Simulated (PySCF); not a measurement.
H3AlClNO, singlet, geometry from GFN2-xTB (such geometries of metal compounds can be far from the true shape); CASSCF(10,9)/6-31G* run with PySCF.

PySCF was given this input:
```python
from pyscf import gto, scf, mcscf
import numpy

mol = gto.Mole()
mol.atom = '''
    Al   -0.34462066    0.02959556    0.15329159
    Cl    1.53689998   -0.19268690   -0.57272503
    O    -0.72119710   -0.63993757    1.60321727
    H    -1.01027824   -0.99652523    2.42869989
    N    -1.56324179    0.93534507   -0.76836440
    H    -2.51407286    1.08500444   -0.46967428
    H    -1.41061063    1.37454080   -1.66267814
'''
mol.basis = '6-31g*'
mol.verbose = 4
mol.build()

mf = scf.RHF(mol)
mf.kernel()
mc = mcscf.CASSCF(mf, 9, 10)
mc.fix_spin_(ss=0.0)
mc.kernel()
occ = numpy.linalg.eigvalsh(mc.fcisolver.make_rdm1(mc.ci, mc.ncas, mc.nelecas))[::-1]
ss = mc.fcisolver.spin_square(mc.ci, mc.ncas, mc.nelecas)[0]
print('natural occupations', occ.round(4), ' <S^2>', round(ss, 4))
```

Task: Predict the main parts of the log of this PySCF run.

Result: 
```
PySCF version 2.14.0

[INPUT] verbose = 4
[INPUT] num. atoms = 7
[INPUT] num. electrons = 48
[INPUT] charge = 0
[INPUT] spin (= nelec alpha-beta = 2S) = 0
[INPUT] symmetry False subgroup None
[INPUT] Mole.unit = angstrom
[INPUT] Symbol           X                Y                Z      unit          X                Y                Z       unit  Magmom
[...]
nuclear repulsion = 200.917971793034
number of shells = 34
number of NR pGTOs = 168
number of NR cGTOs = 70
basis = 6-31g*
ecp = {}

******** <class 'pyscf.scf.hf.RHF'> ********
method = RHF
initial guess = minao
damping factor = 0
level_shift factor = 0
DIIS = <class 'pyscf.scf.diis.CDIIS'>
diis_start_cycle = 1
diis_space = 8
diis_damp = 0
SCF conv_tol = 1e-09
SCF conv_tol_grad = None
SCF max_cycles = 50
direct_scf = True
direct_scf_tol = 1e-13
Set gradient conv threshold to 3.16228e-05
Initial guess from minao.
init E= -832.78264446032
[...]
cycle= 1 E= -832.5224101116  delta_E= 0.26  |g|= 0.57  |ddm|= 2.31
[...]
cycle= 2 E= -832.578296592806  delta_E= -0.0559  |g|= 0.313  |ddm|= 0.614
[...]
cycle= 3 E= -832.597001604872  delta_E= -0.0187  |g|= 0.0441  |ddm|= 0.206
[...]
cycle= 4 E= -832.597670483934  delta_E= -0.000669  |g|= 0.00945  |ddm|= 0.0567
[...]
cycle= 5 E= -832.597706797813  delta_E= -3.63e-05  |g|= 0.00285  |ddm|= 0.0146
[...]
cycle= 6 E= -832.597710143407  delta_E= -3.35e-06  |g|= 0.000929  |ddm|= 0.00361
[...]
cycle= 7 E= -832.597710619043  delta_E= -4.76e-07  |g|= 0.000302  |ddm|= 0.00143
[...]
cycle= 8 E= -832.597710672324  delta_E= -5.33e-08  |g|= 7.41e-05  |ddm|= 0.000535
[...]
cycle= 9 E= -832.597710676796  delta_E= -4.47e-09  |g|= 1.49e-05  |ddm|= 0.000189
[...]
cycle= 10 E= -832.597710676967  delta_E= -1.71e-10  |g|= 3.45e-06  |ddm|= 3.62e-05
[...]
Extra cycle  E= -832.597710676971  delta_E= -4.32e-12  |g|= 1.41e-06  |ddm|= 5.45e-06
converged SCF energy = -832.597710676971

******** <class 'pyscf.mcscf.mc1step.CASSCF'> ********
CAS (5e+5e, 9o), ncore = 19, nvir = 42
max_cycle_macro = 50
max_cycle_micro = 4
conv_tol = 1e-07
conv_tol_grad = None
orbital rotation max_stepsize = 0.02
orbital rotation threshold for CI restart = 0.01
augmented hessian ah_max_cycle = 30
augmented hessian ah_conv_tol = 1e-12
augmented hessian ah_linear dependence = 1e-14
augmented hessian ah_level shift = 1e-08
augmented hessian ah_start_tol = 2.5
augmented hessian ah_start_cycle = 3
augmented hessian ah_grad_trust_region = 3
kf_trust_region = 3
kf_interval = 4
ci_response_space = 4
ci_grad_trust_region = 3
with_dep4 0
natorb = False
canonicalization = True
sorting_mo_energy = False
ao2mo_level = 2
internal_rotation = False
******** <class 'pyscf.fci.addons.SpinPenaltyFCISolver'> ********
max. cycles = 50
conv_tol = 1e-08
davidson only = True
linear dependence = 1e-12
level shift = 0.001
max iter space = 12
nroots = 1
pspace_size = 400
spin = None
CASCI E = -832.600681079464  S^2 = 0.0000000
Set conv_tol_grad to 0.000316228
macro iter   1 ( 21 JK    4 micro), CASSCF E = -832.614491197084  dE = -1.38101176e-02  S^2 = 0.0000000
               |grad[o]|=0.00909  |grad[c]|=0.0269  |ddm|=0.0532  |maxRot[o]|=0.282
macro iter   2 ( 21 JK    4 micro), CASSCF E = -832.631463629349  dE = -1.69724323e-02  S^2 = 0.0000000
               |grad[o]|=0.0348  |grad[c]|=0.015  |ddm|=0.0349  |maxRot[o]|= 0.22
macro iter   3 ( 21 JK    4 micro), CASSCF E = -832.643883045302  dE = -1.24194160e-02  S^2 = 0.0000000
               |grad[o]|=0.0313  |grad[c]|=0.0275  |ddm|=0.0293  |maxRot[o]|=0.313
macro iter   4 ( 21 JK    4 micro), CASSCF E = -832.658662314988  dE = -1.47792697e-02  S^2 = 0.0000000
               |grad[o]|=0.0271  |grad[c]|=0.0304  |ddm|=0.029  |maxRot[o]|=0.248
macro iter   5 ( 21 JK    4 micro), CASSCF E = -832.671978469682  dE = -1.33161547e-02  S^2 = 0.0000000
               |grad[o]|=0.0261  |grad[c]|=0.0355  |ddm|=0.00975  |maxRot[o]|=0.313
macro iter   6 ( 21 JK    4 micro), CASSCF E = -832.679046007449  dE = -7.06753777e-03  S^2 = 0.0000000
               |grad[o]|=0.0225  |grad[c]|=0.0542  |ddm|=0.0217  |maxRot[o]|=0.222
macro iter   7 ( 21 JK    4 micro), CASSCF E = -832.684190840711  dE = -5.14483326e-03  S^2 = 0.0000000
               |grad[o]|=0.0135  |grad[c]|=0.0147  |ddm|=0.00522  |maxRot[o]|=0.264
macro iter   8 ( 21 JK    4 micro), CASSCF E = -832.686428571994  dE = -2.23773128e-03  S^2 = 0.0000000
               |grad[o]|=0.00817  |grad[c]|=0.00749  |ddm|=0.00528  |maxRot[o]|=0.217
macro iter   9 ( 21 JK    4 micro), CASSCF E = -832.687751218137  dE = -1.32264614e-03  S^2 = 0.0000000
               |grad[o]|=0.00499  |grad[c]|=0.0218  |ddm|=0.00906  |maxRot[o]|=0.212
macro iter  10 ( 21 JK    4 micro), CASSCF E = -832.692756697564  dE = -5.00547943e-03  S^2 = 0.0000000
               |grad[o]|=0.00559  |grad[c]|=0.0245  |ddm|=0.0182  |maxRot[o]|=0.305
macro iter  11 ( 21 JK    4 micro), CASSCF E = -832.694918949290  dE = -2.16225173e-03  S^2 = 0.0000000
               |grad[o]|=0.00958  |grad[c]|=0.0313  |ddm|=0.0162  |maxRot[o]|=0.163
macro iter  12 ( 21 JK    4 micro), CASSCF E = -832.695181189030  dE = -2.62239741e-04  S^2 = 0.0000000
               |grad[o]|=0.0106  |grad[c]|=0.00568  |ddm|=0.00874  |maxRot[o]|=0.297
macro iter  13 ( 17 JK    4 micro), CASSCF E = -832.695320567155  dE = -1.39378125e-04  S^2 = 0.0000000
               |grad[o]|=0.0147  |grad[c]|=0.0115  |ddm|=0.00372  |maxRot[o]|=0.103
macro iter  14 ( 21 JK    4 micro), CASSCF E = -832.695448431615  dE = -1.27864460e-04  S^2 = 0.0000000
               |grad[o]|=0.00942  |grad[c]|=0.00451  |ddm|=0.00217  |maxRot[o]|=0.125
macro iter  15 (  7 JK    2 micro), CASSCF E = -832.695559581911  dE = -1.11150296e-04  S^2 = 0.0000000
               |grad[o]|=0.00604  |grad[c]|=0.00459  |ddm|=0.0015  |maxRot[o]|=0.0601
macro iter  16 (  7 JK    2 micro), CASSCF E = -832.695642078599  dE = -8.24966882e-05  S^2 = 0.0000000
               |grad[o]|=0.00374  |grad[c]|=0.0027  |ddm|=0.000909  |maxRot[o]|=0.0699
[...]
macro iter  22 (  7 JK    2 micro), CASSCF E = -832.695837309305  dE = -7.65364199e-05  S^2 = 0.0000000
               |grad[o]|=0.0022  |grad[c]|=0.00152  |ddm|=0.00055  |maxRot[o]|=0.0518
macro iter  23 (  7 JK    2 micro), CASSCF E = -832.695915570540  dE = -7.82612350e-05  S^2 = 0.0000000
               |grad[o]|=0.00203  |grad[c]|=0.000543  |ddm|=0.000578  |maxRot[o]|=0.0601
macro iter  24 (  7 JK    2 micro), CASSCF E = -832.695984259875  dE = -6.86893358e-05  S^2 = 0.0000000
               |grad[o]|=0.00187  |grad[c]|=0.00164  |ddm|=0.00052  |maxRot[o]|=0.0648
macro iter  25 (  7 JK    2 micro), CASSCF E = -832.696036540962  dE = -5.22810869e-05  S^2 = 0.0000000
               |grad[o]|=0.00166  |grad[c]|=0.00249  |ddm|=0.000454  |maxRot[o]|=0.0673
macro iter  26 (  7 JK    2 micro), CASSCF E = -832.696071214977  dE = -3.46740151e-05  S^2 = 0.0000000
               |grad[o]|=0.00128  |grad[c]|=0.00269  |ddm|=0.000484  |maxRot[o]|=0.0686
macro iter  27 (  7 JK    2 micro), CASSCF E = -832.696092456837  dE = -2.12418596e-05  S^2 = 0.0000000
               |grad[o]|=0.000821  |grad[c]|=0.000497  |ddm|=0.000432  |maxRot[o]|=0.0526
macro iter  28 (  7 JK    2 micro), CASSCF E = -832.696118857190  dE = -2.64003532e-05  S^2 = 0.0000000
               |grad[o]|=0.000705  |grad[c]|=0.00256  |ddm|=0.000308  |maxRot[o]|=0.0696
macro iter  29 (  7 JK    2 micro), CASSCF E = -832.696155448659  dE = -3.65914691e-05  S^2 = 0.0000000
               |grad[o]|=0.000649  |grad[c]|=0.0041  |ddm|=0.00031  |maxRot[o]|=0.0697
macro iter  30 (  7 JK    2 micro), CASSCF E = -832.696203180184  dE = -4.77315249e-05  S^2 = 0.0000000
               |grad[o]|=0.000858  |grad[c]|=0.00516  |ddm|=0.000341  |maxRot[o]|=0.0698
macro iter  31 (  7 JK    2 micro), CASSCF E = -832.696262280436  dE = -5.91002520e-05  S^2 = 0.0000000
               |grad[o]|=0.00111  |grad[c]|=0.00578  |ddm|=0.000384  |maxRot[o]|=0.0699
macro iter  32 (  7 JK    2 micro), CASSCF E = -832.696330837879  dE = -6.85574425e-05  S^2 = 0.0000000
               |grad[o]|=0.00137  |grad[c]|=0.00587  |ddm|=0.00042  |maxRot[o]|=0.0699
macro iter  33 (  7 JK    2 micro), CASSCF E = -832.696405362109  dE = -7.45242304e-05  S^2 = 0.0000000
               |grad[o]|=0.00159  |grad[c]|=0.0054  |ddm|=0.000443  |maxRot[o]|=0.0699
macro iter  34 (  7 JK    2 micro), CASSCF E = -832.696481427442  dE = -7.60653327e-05  S^2 = 0.0000000
               |grad[o]|=0.00175  |grad[c]|=0.00444  |ddm|=0.000455  |maxRot[o]|=0.0699
macro iter  35 (  7 JK    2 micro), CASSCF E = -832.696554448861  dE = -7.30214191e-05  S^2 = 0.0000000
               |grad[o]|=0.00183  |grad[c]|=0.0031  |ddm|=0.000457  |maxRot[o]|=0.0699
macro iter  36 (  7 JK    2 micro), CASSCF E = -832.696620125555  dE = -6.56766939e-05  S^2 = 0.0000000
               |grad[o]|=0.00183  |grad[c]|=0.0016  |ddm|=0.000461  |maxRot[o]|=0.0699
macro iter  37 (  7 JK    2 micro), CASSCF E = -832.696675261123  dE = -5.51355687e-05  S^2 = 0.0000000
               |grad[o]|=0.00173  |grad[c]|=0.000655  |ddm|=0.00049  |maxRot[o]|=0.0699
macro iter  38 (  7 JK    2 micro), CASSCF E = -832.696718190049  dE = -4.29289256e-05  S^2 = 0.0000000
               |grad[o]|=0.00157  |grad[c]|=0.00168  |ddm|=0.000583  |maxRot[o]|=0.0699
macro iter  39 ( 16 JK    4 micro), CASSCF E = -832.696698033730  dE =  2.01563187e-05  S^2 = 0.0000000
               |grad[o]|=0.00133  |grad[c]|=0.00878  |ddm|=0.000992  |maxRot[o]|=0.0896
macro iter  40 ( 21 JK    4 micro), CASSCF E = -832.696705916684  dE = -7.88295358e-06  S^2 = 0.0000000
               |grad[o]|=0.00117  |grad[c]|=0.00162  |ddm|=0.000206  |maxRot[o]|=0.00645
macro iter  41 ( 21 JK    4 micro), CASSCF E = -832.696713974387  dE = -8.05770276e-06  S^2 = 0.0000000
               |grad[o]|=0.00095  |grad[c]|=0.00299  |ddm|=0.000346  |maxRot[o]|=0.00646
macro iter  42 (  7 JK    2 micro), CASSCF E = -832.696758259601  dE = -4.42852140e-05  S^2 = 0.0000000
               |grad[o]|=0.000837  |grad[c]|=0.000717  |ddm|=0.0003  |maxRot[o]|=0.0518
macro iter  43 (  7 JK    2 micro), CASSCF E = -832.696798444207  dE = -4.01846058e-05  S^2 = 0.0000000
               |grad[o]|=0.000914  |grad[c]|=0.00167  |ddm|=0.000419  |maxRot[o]|=0.0602
macro iter  44 ( 16 JK    4 micro), CASSCF E = -832.696795302508  dE =  3.14169870e-06  S^2 = 0.0000000
               |grad[o]|=0.000993  |grad[c]|=0.00728  |ddm|=0.000876  |maxRot[o]|= 0.07
macro iter  45 ( 21 JK    4 micro), CASSCF E = -832.696825145688  dE = -2.98431796e-05  S^2 = 0.0000000
               |grad[o]|=0.0012  |grad[c]|=0.00192  |ddm|=0.000401  |maxRot[o]|=0.0217
macro iter  46 ( 21 JK    4 micro), CASSCF E = -832.696854464160  dE = -2.93184727e-05  S^2 = 0.0000000
               |grad[o]|=0.00118  |grad[c]|=0.00415  |ddm|=0.000636  |maxRot[o]|=0.0112
macro iter  47 (  7 JK    2 micro), CASSCF E = -832.696926928691  dE = -7.24645307e-05  S^2 = 0.0000000
               |grad[o]|=0.00125  |grad[c]|=0.00117  |ddm|=0.00054  |maxRot[o]|=0.0508
macro iter  48 (  7 JK    2 micro), CASSCF E = -832.697009408216  dE = -8.24795248e-05  S^2 = 0.0000000
               |grad[o]|=0.00142  |grad[c]|=0.00231  |ddm|=0.000851  |maxRot[o]|=0.0596
macro iter  49 ( 20 JK    4 micro), CASSCF E = -832.697167225440  dE = -1.57817224e-04  S^2 = 0.0000000
               |grad[o]|=0.00167  |grad[c]|=0.0213  |ddm|=0.00273  |maxRot[o]|=0.125
macro iter  50 ( 21 JK    4 micro), CASSCF E = -832.697486034694  dE = -3.18809254e-04  S^2 = 0.0000000
               |grad[o]|=0.00391  |grad[c]|=0.0147  |ddm|=0.00317  |maxRot[o]|=0.039
1-step CASSCF not converged,  50 macro (667 JK 148 micro) steps
CASSCF canonicalization
Density matrix diagonal elements [1.97931257 1.9801412  1.99700808 1.98252645 1.98504039 0.01870801
 0.02203342 0.01480373 0.02042614]
CASSCF energy = -832.697486034694
CASCI E = -832.697486034694  E(CI) = -28.0526757418199  S^2 = 0.0000000
natural occupations [1.9982 1.9859 1.9823 1.9799 1.9791 0.0222 0.0203 0.0184 0.0136]  <S^2> 0.0
```

The run did not converge; its last values are not results.
